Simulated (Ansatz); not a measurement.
C2H2N2Sn (`N#[C][SnH2][C]#N`), relaxed with RKS PBE0-D4/def2-TZVP in Ansatz 0.2.0 from a PBE-D4/def2-SVP geometry. The force threshold is 0.005 eV/Å; the program also tests the step.

Total charge 0; spin multiplicity 1. Sn: def2 effective core potential.

Start:

```xyz
7

N    -0.122   -2.848    0.705
C    -0.269   -1.729    0.387
Sn   -0.587    0.290   -0.192
C     1.324    1.205   -0.043
N     2.367    1.739    0.028
H    -1.080    0.321   -1.829
H    -1.633    1.022    0.945
```

| step | energy (eV) | largest force (eV/Å) | largest move (Å) |
| --- | --- | --- | --- |
| 1 | -10912.2174 | 2.170 | 0.000 |
| 2 | -10912.2875 | 0.211 | 0.052 |
| 3 | -10912.2910 | 0.016 | 0.013 |
| 4 | -10912.2910 | 0.004 | 0.003 |

End:

```xyz
7

N    -0.123   -2.808    0.692
C    -0.262   -1.708    0.383
Sn   -0.579    0.287   -0.189
C     1.310    1.188   -0.042
N     2.331    1.716    0.027
H    -1.066    0.314   -1.805
H    -1.612    1.011    0.933
```

Hardware: 2 threads of a server CPU on a shared host. Wall time 22 s, peak host memory 0.43 GiB.
